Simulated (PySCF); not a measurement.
Harmonic spectrum computed at PBE in the def2-TZVP basis family (core potentials from Rb on, PySCF, no spin–orbit coupling):

```tsv
symmetry	ω (cm⁻¹)	IR (km/mol)
a1	257	13.5
a1	762	3.9
b2	784	45.8
```

Problem. Which molecule gave it? In each, all ligands are bound to the one heavy central atom.
A. KO₂ (quartet)
B. SeO₂ (singlet)
C. IO₂ (doublet)
D. TiO₂ (singlet)

Solution. C. It has C2v symmetry with I–O 1.828 Å (×2).
